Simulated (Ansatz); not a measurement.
`B[SiH2][SiH2][SiH3]` + `N=C(N)[SeH]` → `N=C(N)[Se][SiH3]` + `B[SiH2][SiH3]`  (cleavage of the Si–Si bond)

Computed with Ansatz on PBE0-D4/def2-TZVP structures; ΔE is electronic, products minus reactants. CBS: MP2 limit from def2 TZ/QZ plus the TZ coupled-cluster correction, frozen cores. DFT in def2-TZVPP. For Se outer-core shells are correlated without core-valence functions, which leaves a few kJ/mol of doubt a bond. Scalar relativity is left out up to krypton. One conformer a species, not always the lowest.

```json
{"level": "PBE", "ΔE (kJ/mol)": "-42.8"}
{"level": "MP2/def2-TZVPP", "ΔE (kJ/mol)": "-60.5"}
```

Problem. What does CCSD(T)/CBS give? (An estimate is asked.)

Solution. The calculation gave: -54.8 kJ/mol. The listed levels differ from it by 12.0, -5.7 kJ/mol.

Largest T1 diagnostic among the species: 0.014.

From PBE to PBE0 (25 % exact exchange), in def2-TZVPP and without D4, ΔE moves by −3.5 kJ/mol.
